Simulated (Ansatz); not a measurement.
Abridged output of a molecular run in Ansatz:

```
Functional definition: HF
1678 factors; integrals over basis functions are off by at most 1.2e-3 eV
mean field evaluation 1: about -17163.3757 eV, gradient 4.3e1 eV
mean field evaluation 2: about -17163.6769 eV, gradient 4.3e1 eV
mean field evaluation 4: about -17168.0510 eV, gradient 5.5e0 eV
mean field evaluation 8: about -17168.1643 eV, gradient 6.2e-1 eV
mean field evaluation 16: about -17168.1672 eV, gradient 4.2e-6 eV
mean field -17168.16720567 eV, -630.9185078068 hartree, gradient 4.2e-6 eV, S^2 0.000000; 0 other end points of the search recorded, 0 dependent functions left out
10 core orbitals not correlated: weight in the atoms' cores, before any rotation towards them, 1.000 or more for the frozen orbitals, at most 0.000 for the correlated occupied ones
reference -17168.16720567 eV, -630.9185078068 hartree; 17, 17 occupied and 254, 254 virtual orbitals, 1678 factors
second order -28.41799940 eV of doubles, -0.00000000 eV of singles
cycle   1  -28.71819554 eV  change   -3.0e-1 eV  update   1.3e-1
cycle   2  -29.44117933 eV  change   -7.2e-1 eV  update   3.9e-2
cycle   3  -29.63260968 eV  change   -1.9e-1 eV  update   2.2e-2
cycle   4  -29.61642539 eV  change    1.6e-2 eV  update   6.1e-3
cycle   5  -29.61379210 eV  change    2.6e-3 eV  update   3.0e-3
cycle   6  -29.61494904 eV  change   -1.2e-3 eV  update   9.8e-4
cycle   7  -29.61439052 eV  change    5.6e-4 eV  update   4.3e-4
cycle   8  -29.61422291 eV  change    1.7e-4 eV  update   1.3e-4
cycle   9  -29.61426161 eV  change   -3.9e-5 eV  update   7.2e-5
cycle  10  -29.61425715 eV  change    4.5e-6 eV  update   2.6e-5
perturbative correction -1.31923488 eV, -0.0484809877 hartree
Total energy: -17199.10069771 eV, -632.0552926716 hartree
```

Its atoms:

Cartesian coordinates in Å:
```
C 0.674 1.710 0.692
N 0.272 0.324 0.684
B -0.220 -0.418 -0.383
S -0.468 0.228 -2.046
C -0.587 -1.948 -0.100
O -1.025 -2.709 -0.929
H 0.485 2.151 -0.287
H 1.740 1.815 0.912
H 0.111 2.281 1.435
H 0.375 -0.143 1.572
H -0.933 -0.958 -2.489
H -0.423 -2.333 0.940
```

Q: Which basis set was used?
A. def2-SVPD
B. cc-pV(D+d)Z
C. cc-pV(Q+d)Z
D. def2-TZVPP

A: D. It gives 281 functions.

Q: Write the keys of the input that set method, charge and spin (a neutral closed shell needs none for the last two).

A: 
```yaml
correlation: {method: ccsd_t}
```
